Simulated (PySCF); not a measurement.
Broadened absorption spectrum of C3H9ClSi2

Species: C3H9ClSi2.
SMILES: `[SiH3]/C=C/[SiH2]CCl`

Level of theory: TDDFT B3LYP/def2-SVPD, vertical, gas phase, core orbitals frozen in the response (PySCF). One conformer (not necessarily the lowest) at the PBE0-D3(BJ)/def2-SVP geometry, without solvent, vibrations or thermal averaging. Torsions of this conformer, `[SiH3:1]/[CH:2]=[CH:3]/[SiH2:4][CH2:5][Cl:6]`: C2–C3–Si4–C5 122°, C3–Si4–C5–Cl6 59°.

Computed states:

| state | E (eV) | f |
| --- | --- | --- |
| S1 | 5.61 | 0.011 |
| S2 | 5.97 | 0.108 |
| S3 | 6.38 | 0.0022 |
| S4 | 6.46 | 0.039 |
| S5 | 6.53 | 0.439 |
| S6 | 6.93 | 0.0080 |
| S7 | 6.98 | 0.011 |
| S8 | 7.09 | 0.0090 |
| S9 | 7.19 | 0.0038 |
| S10 | 7.30 | 0.021 |

Broadening: Gaussians 0.4 eV wide at half height, area fixed by f = 4.319×10⁻⁹ ∫ε dν̃. The cross-section is σ = 3.8235×10⁻²¹ ε cm², given in Mb (10⁻¹⁸ cm²). The width is an assumption, not a result. The curve ends short of the highest state used, and states not computed would add to its high-energy end.

Question: Give the broadened spectrum and its maxima.

Answer: 
E (eV), σ (Mb) and a bar:
```
     5.01       0.01 
     5.05       0.01 
     5.09       0.03 
     5.13       0.05 
     5.17       0.10 
     5.21       0.17 
     5.25       0.29 
     5.29       0.47 
     5.32       0.65 
     5.36       0.96 
     5.40       1.36 
     5.44       1.85 
     5.48       2.44 #
     5.52       3.16 #
     5.56       4.06 #
     5.60       5.23 #
     5.64       6.79 ##
     5.68       8.84 ##
     5.72      11.46 ###
     5.76      14.62 ####
     5.80      18.15 ####
     5.84      21.73 #####
     5.88      24.95 ######
     5.92      27.38 #######
     5.95      28.49 #######
     5.99      28.96 #######
     6.03      28.45 #######
     6.07      27.50 #######
     6.11      26.93 #######
     6.15      27.78 #######
     6.19      31.04 ########
     6.23      37.52 #########
     6.27      47.58 ############
     6.31      60.90 ###############
     6.35      76.48 ###################
     6.39      92.59 #######################
     6.43     107.08 ##########################
     6.47     117.76 #############################
     6.51     122.90 ##############################
     6.55     121.60 ##############################
     6.59     114.06 ############################
     6.62     104.99 ##########################
     6.66      89.84 ######################
     6.70      73.13 ##################
```

Maxima: 207 nm (5.99 eV), ε about 7600, made up of S2 (96%); 190 nm (6.52 eV), ε about 32000, made up of S5 (92%) (ε in L mol⁻¹ cm⁻¹; maxima over ε = 5, shares over 10%).

Question: What would ε be at 6.52 eV, the highest of these maxima, with half the width (0.2 eV)?

Answer: About 63200 L mol⁻¹ cm⁻¹ against 32200, a factor of about 1.96; a lone state at its own centre would give exactly 2.

Question: On this curve, what absorbance would a 10⁻⁴ mol/L sample give at 193 nm over a 1 cm path?

Answer: 193 nm is 6.424 eV, where ε is about 27000 L mol⁻¹ cm⁻¹, so A = ε c l ≈ 2.7 (Beer–Lambert, with the gas-phase spectrum and the assumed width).

Question: Coming from long wavelengths, where does ε first pass 100 L mol⁻¹ cm⁻¹?

Answer: At about 235 nm (5.27 eV), 0.34 eV below S1.

The vertical ionisation energy (ΔSCF) is 9.57 eV, 2.26 eV above S10.
